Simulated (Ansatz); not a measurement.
One change: `[F][W](=[S])([Cl])([Cl])[Cl]` becomes `C[O][W]([F])(=[S])([Cl])[Cl]`.

Ansatz, PBE0-D4/def2-TZVP geometries, multiplicity 1. Each molecule was computed in one conformer, which needn't be the lowest.

Elements past krypton have def2 core potentials.

| property | `[F][W](=[S])([Cl])([Cl])[Cl]` |
| --- | --- |
| size of the dipole moment (PBE/def2-TZVPP) / D | 0.79 |
| zero-point energy (PBE0-D4/def2-TZVP) / kJ/mol | 21.7 |
| HOMO energy (B3LYP/def2-TZVPP) / eV | -8.66 |
| HOMO energy (PBE/def2-TZVPP) / eV | -7.66 |
| HOMO energy (PBE0/def2-TZVPP) / eV | -8.93 |
| size of the dipole moment (ωB97M-V/def2-TZVPP) / D | 1.16 |

Question: What does the change do to each property? (Best estimate.)

Answer: The calculation gave: 
| property | `C[O][W]([F])(=[S])([Cl])[Cl]` | shift |
| --- | --- | --- |
| size of the dipole moment (PBE/def2-TZVPP) / D | 3.40 | 2.61 |
| zero-point energy (PBE0-D4/def2-TZVP) / kJ/mol | 128.6 | 106.9 |
| HOMO energy (B3LYP/def2-TZVPP) / eV | -8.05 | 0.61 |
| HOMO energy (PBE/def2-TZVPP) / eV | -7.04 | 0.62 |
| HOMO energy (PBE0/def2-TZVPP) / eV | -8.31 | 0.62 |
| size of the dipole moment (ωB97M-V/def2-TZVPP) / D | 3.24 | 2.08 |

With PBE0 the HOMO rises by 0.62 eV and the LUMO rises by 0.96 eV, so the gap widens by about 0.34 eV. PBE moves the HOMO by 0.62 eV and ωB97M-V by 0.58 eV. The zero-point energy changes by 106.9 kJ/mol with +12 modes. Dipoles are sizes alone; their direction can turn.

B3LYP here is the variant with VWN-RPA as its local correlation; programs differ in this.
